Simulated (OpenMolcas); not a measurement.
**Multiconfigurational calculation on Si II**

Input:

```
&GATEWAY
Coord
1

Si 0.0 0.0 0.0
Basis=ANO-RCC-VDZP
Group=XYZ
NoMove
AngMom=0.0 0.0 0.0
AMFI
&SEWARD
&RASSCF
FileOrb=start.orb
Symmetry=2
Spin=4
nActEl=3 0 0
Inactive=2 3
Ras2=1 3
CIRoot=1 1 1
SDav=1
CIMx=300
Iter=120 100
PrWF=0.3
OrbListing=Nothing
MaxOrb=0
Atom
>>> COPY $Project.JobIph JOBPRE
&RASSCF
FileOrb=start.orb
Symmetry=2
Spin=4
nActEl=3 0 2
Inactive=2 3
Ras2=1 3
Ras3=5 0
CIRoot=1 1 1
SDav=46
CIMx=300
Iter=120 100
PrWF=0.3
OrbListing=Nothing
MaxOrb=0
Thrs=2.0e-7 1.0e-1 5.0e-4
Atom
>>> COPY $Project.JobIph JOB001
&RASSCF
FileOrb=start.orb
Symmetry=2
Spin=2
nActEl=3 0 2
Inactive=2 3
Ras2=1 3
Ras3=5 0
CIRoot=3 3 1
SDav=116
CIMx=300
Iter=120 100
PrWF=0.3
OrbListing=Nothing
MaxOrb=0
Thrs=2.0e-7 1.0e-1 5.0e-4
Atom
>>> COPY $Project.JobIph JOB002
&RASSCF
FileOrb=start.orb
Symmetry=1
Spin=4
nActEl=3 0 2
Inactive=2 3
Ras2=1 3
Ras3=5 0
CIRoot=3 3 1
SDav=28
CIMx=300
Iter=120 100
PrWF=0.3
OrbListing=Nothing
MaxOrb=0
Thrs=2.0e-7 1.0e-1 5.0e-4
Atom
>>> COPY $Project.JobIph JOB003
&RASSCF
FileOrb=start.orb
Symmetry=1
Spin=2
nActEl=3 0 2
Inactive=2 3
Ras2=1 3
Ras3=5 0
CIRoot=5 5 1
SDav=84
CIMx=300
Iter=120 100
PrWF=0.3
OrbListing=Nothing
MaxOrb=0
Thrs=2.0e-7 1.0e-1 5.0e-4
Atom
>>> COPY $Project.JobIph JOB004
&RASSI
NrOfJobIphs=3 3 3 5
1 2 3
1 2 3
1 2 3 4 5
IphNames
JOB002
JOB003
JOB004
EJob
SpinOrbit
DIPRint=1.0
SOCoupling=1000.0
Subsets=2
MEES
Property=10
'ANGMOM' 1 'ANGMOM' 2 'ANGMOM' 3 'MLTPL  1' 1 'MLTPL  1' 2 'MLTPL  1' 3
'AMFI' 1 'AMFI' 2 'AMFI' 3 'MLTPL  2' 6
SOProperty=3
'ANGMOM' 1 'ANGMOM' 2 'ANGMOM' 3
```

Launched by
```bash
OMP_NUM_THREADS=1 MOLCAS_MEM=2252 MOLCAS_PROJECT=a pymolcas a.inp > a.log  # once for each step of the input, in one work folder
```

A driver script runs the steps one by one and writes start.orb anew before each from the orbitals found so far.

Output, cut to the results:

```
--- SEWARD ---
Basis set label: SI.ANO-RCC...4S3P1D.

      Electronic valence basis set:
      ------------------
      Associated Effective Charge  14.000000 au
      Associated Actual Charge     14.000000 au
      Nuclear Model: Point charge

      Shell  nPrim  nBasis  Cartesian Spherical Contaminant
         s      17       4        X
         p      12       3        X
         d       5       1                 X
                  Relativistic Douglas-Kroll-Hess integrals:
                    - DKH order of Hamiltonian: 2
                    - DKH order of Properties : 0
                  Atomic mean-field integrals
--- RASSCF ---
Wave function specifications:
      -----------------------------

      Number of closed shell electrons          10
      Number of electrons in active shells       3
      Max number of holes in RAS1 space          0
      Max nr of electrons in RAS3 space          2
      Number of inactive orbitals                5
      Number of active orbitals                  9
      Number of secondary orbitals               4
      Spin quantum number                      1.5
      State symmetry                             2
Orbital specifications:
      -----------------------

      Symmetry species                           1   2
                                                ag  au
      Frozen orbitals                            0   0
      Inactive orbitals                          2   3
      Active orbitals                            6   3
      RAS1 orbitals                              0   0
      RAS2 orbitals                              1   3
      RAS3 orbitals                              5   0
      Secondary orbitals                         1   3
      Deleted orbitals                           0   0
      Number of basis functions                  9   9
      Number of CSFs                            46
      Number of root(s) required                 1
      Iter CI   SX   CI       RASSCF       Energy    max ROT     max BLB   max BLB  Level Ln srch  Step   QN
          iter iter root      energy       change     param      element    value   shift minimum  type update
 Nr of preliminary CI iterations:   1
 ###############################################################################
 ###############################################################################
 ###                                                                         ###
 ###                                                                         ###
 ###    WARNING: Problems in orbital optimization.                           ###
 ###                                                                         ###
 ###                                                                         ###
 ###############################################################################
 ###############################################################################
  Warning: In symmetry  1, orbital p=   3 has diagonal density matrix element D(p,p) close to zero. D(p,p)=  2.189392E-24
        1   1    2    1  -288.67852540    0.00E+00   8.44E-07    1   4 2 -4.15E-06   0.50   0.00    SX    NO
        ...
 ###############################################################################
 ###############################################################################
  Warning: In symmetry  1, orbital p=   3 has diagonal density matrix element D(p,p) close to zero. D(p,p)=  4.651195E-24
        4   1    1    1  -288.67852540    6.82E-13   0.00E+00    1   4 2 -1.50E-08   0.50   0.00    SX    NO
      Convergence after  4 iterations
        5   1    1    1  -288.67852540   -2.84E-13   0.00E+00    1   4 2 -1.50E-08   0.50   0.00    SX    NO
      Natural orbitals and occupation numbers for root  1
      sym 1:   0.000000   0.010223   0.010223   0.010223   0.010223   0.010223
      sym 2:   0.982962   0.982962   0.982962
::    RASSCF root number  1 Total energy:   -288.67852540
--- RASSCF ---
Wave function specifications:
      -----------------------------

      Number of closed shell electrons          10
      Number of electrons in active shells       3
      Max number of holes in RAS1 space          0
      Max nr of electrons in RAS3 space          2
      Number of inactive orbitals                5
      Number of active orbitals                  9
      Number of secondary orbitals               4
      Spin quantum number                      0.5
      State symmetry                             2
...
--- RASSI ---
SPIN-FREE ENERGIES:
  (Shifted by EMIN (a.u.) =       -289.2292150925)

 SF State       Relative EMIN(au)   Rel lowest level(eV)    D:o, cm**(-1)      L_eff

     1             0.0000000000        0.0000000000              0.0000         1.0
     2             0.0000000000        0.0000000000              0.0000         1.0
     3             0.0000000000        0.0000000000              0.0000         1.0
     4             0.1825944121        4.9686470732          40074.8413         1.0
     5             0.1825944121        4.9686470732          40074.8413         1.0
     6             0.1825944121        4.9686470732          40074.8413         1.0
     7             0.2554654395        6.9515687465          56068.1832         2.0
     8             0.2554654395        6.9515687465          56068.1832         2.0
     9             0.2554654395        6.9515687465          56068.1832         2.0
    10             0.2554654395        6.9515687465          56068.1832         2.0
    11             0.2554654395        6.9515687465          56068.1832         2.0
     Dipole printing threshold changed to   1.00000000E+00

++ Dipole transition strengths (spin-free states):
   -----------------------------------------------
     for osc. strength at least  1.00000000E+00

  ( Max oscillator strength is only    9.4595647869856747E-003 )
--
Eigenvalues of complex Hamiltonian:
   -----------------------------------
  (Shifted by EMIN (a.u.) =       -289.2292150925)

 SO State       Relative EMIN(au)   Rel lowest level(eV)    D:o, cm**(-1)     J-value

     1            -0.0007887255        0.0000000000              0.0000         0.4
     2            -0.0007887255        0.0000000000              0.0000         0.4
     3             0.0003943627        0.0321934695            259.6578         1.0
     4             0.0003943627        0.0321934695            259.6578         1.0
...
```

The J values that RASSI prints are effective ones from its own formula and need not be integers or half-integers; the table below assigns J from the states.

Levels above the lowest, from the spin-orbit matrix, grouped by J:

| Configuration | Term | J | E (eV) | Measured (eV) | g | Term weight % |
| --- | --- | --- | --- | --- | --- | --- |
| 3s2 3p | 2P* | 1/2 | 0.0000 | 0.0000 | 0.666 | 100 |
| 3s2 3p | 2P* | 3/2 | 0.0322 | 0.0356 | 1.334 | 100 |
| 3s 3p2 | 4P | 1/2 | 4.9717 | 5.3095 | 2.671 | 100 |
| 3s 3p2 | 4P | 3/2 | 4.9827 | 5.3230 | 1.735 | 100 |
| 3s 3p2 | 4P | 5/2 | 5.0011 | 5.3447 | 1.601 | 100 |
| 3s 3p2 | 2D | 3/2 | 6.9726 | 6.8575 | 0.800 | 100 |
| 3s 3p2 | 2D | 5/2 | 6.9734 | 6.8594 | 1.200 | 100 |

Against the 6 measured excited levels shown (NIST Handbook of Basic Atomic Spectroscopic Data) the mean absolute deviation is 1700 cm-1; the largest miss in energy is 3s 3p2 4P 5/2: computed 5.0011, measured 5.3447 eV (-6.4 %), and the largest in proportion 3s2 3p 2P* 3/2 (-9.6 %).

Without dynamic correlation excited terms often stand tens of per cent too high (terms of higher spin than the ground term too low), and those without a measured partner can miss by more than the paired ones. Active for correlation alone: 3d; no level in the range computed is led by a configuration that fills it, so any true level of that kind is missing. Some terms mix strongly with configurations of 3d, whose occupation reaches 0.24 (3s 3p2 2D). Computed and measured levels are paired by configuration, term and J; levels that our copy of the source lacks, or whose pairing is in doubt (as where it misses far off the trend of its configuration), stay unpaired and out of the deviations. Levels of configurations outside the active space are missing. The first state left out of the spin-orbit step lies near 80000 cm-1 above the lowest spin-free state of the reference (among the parities and spins computed), and the list stops at four fifths of that energy or lower.

The term weight is that of the spin-free term in the level, not the purity of its configuration. * marks odd parity.
